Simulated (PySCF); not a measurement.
Rigid-rotor lines calculated for a species of formula C2H11NSi2 (commonest isotopes; PySCF, PBE0-D3(BJ)/def2-SVP geometry optimisation, gas phase), labelled J(Ka,Kc):

```csv
transition,MHz
"2(1,1) ← 1(1,0)",4831.9
"1(0,1) ← 0(0,0)",2366.5
"2(1,2) ← 1(1,1)",4634.1
"2(0,2) ← 1(0,1)",4731.8
"1(1,1) ← 0(0,0)",8566.0
```

Q: Find the rotational constants.

A: 1(0,1) ← 0(0,0) is B + C, 2(1,1) ← 1(1,0) is 3B + C and 2(1,2) ← 1(1,1) is B + 3C, so B − C is half the difference of the last two, 98.9 MHz. 1(1,1) ← 0(0,0) is A + C. A = 7432.2, B = 1232.7, C = 1133.8 MHz.

Q: What moments of inertia, asymmetry and inertial defect follow?

A: I = 505379 MHz·u·Å² over each constant: Ia = 68.00, Ib = 409.97, Ic = 445.75 u·Å²; κ = (2B − A − C)/(A − C) = -0.969 (near-prolate asymmetric top); Δ = Ic − Ia − Ib = -32.22 u·Å².

Q: Which dipole components do these lines need?

A: μa and μb (a-type: ΔKa even, ΔKc odd; b-type: both odd). The calculation gives |μa| = 1.52 D, |μb| = 1.08 D, |μc| = 0.38 D.

Q: Where do these fall, and of which type are they? 3(2,2) ← 2(1,1); 2(2,1) ← 2(1,2); 3(3,0) ← 2(2,1); 3(2,2) ← 3(1,2); 3(2,1) ← 3(1,2); 3(2,2) ← 2(2,1); 3(3,0) ← 3(2,1); 3(3,0) ← 2(2,0); 3(3,1) ← 3(2,1).

A: 
| transition | MHz | type | branch |
| --- | --- | --- | --- |
| 3(2,2) ← 2(2,1) | 7099 | a | R |
| 3(2,2) ← 3(1,2) | 18451 | c | Q |
| 3(2,1) ← 3(1,2) | 18457 | b | Q |
| 2(2,1) ← 2(1,2) | 18895 | b | Q |
| 3(2,2) ← 2(1,1) | 25698 | b | R |
| 3(3,1) ← 3(2,1) | 31240 | c | Q |
| 3(3,0) ← 3(2,1) | 31240 | b | Q |
| 3(3,0) ← 2(2,0) | 38344 | c | R |
| 3(3,0) ← 2(2,1) | 38345 | b | R |

Q: Which structure gave them?

A: `N[SiH2]CC[SiH3]`, point group C1. Three constants can't fix a structure by themselves; this is the one that was computed:
```xyz
16
C2H11NSi2 angstrom
N     -2.867    0.041   -0.485
Si    -1.396    0.326    0.390
C     -0.033   -0.720   -0.387
C      1.271   -0.832    0.410
Si     2.240    0.776    0.621
H     -3.260   -0.894   -0.510
H     -3.609    0.728   -0.423
H     -1.434   -0.008    1.859
H     -1.127    1.793    0.280
H      0.153   -0.322   -1.400
H     -0.467   -1.725   -0.545
H      1.076   -1.230    1.421
H      1.955   -1.556   -0.067
H      3.539    0.503    1.309
H      2.523    1.395   -0.712
H      1.472    1.766    1.439
```

The values belong to one conformer (point group C1) with, in the numbering `[NH2:1][SiH2:2][CH2:3][CH2:4][SiH3:5]`, H–N1–Si2–C3 61° and -159°, N1–Si2–C3–C4 -168°, Si2–C3–C4–Si5 -65°. PBE0-D3(BJ)/def2-SVP frequencies: not computed here. No vibrational averaging or centrifugal distortion is included, and the geometry carries the error of its method. A rigid rotor knows nothing of inversion at nitrogen or internal rotation, which can split or shift real lines. Quadrupole hyperfine structure (14N) is left out.

On one thread of an Arm Neoverse V1, no GPU, shared host, this took 59 s and 0.52 GiB of memory at its peak. These figures are those of the optimisation.
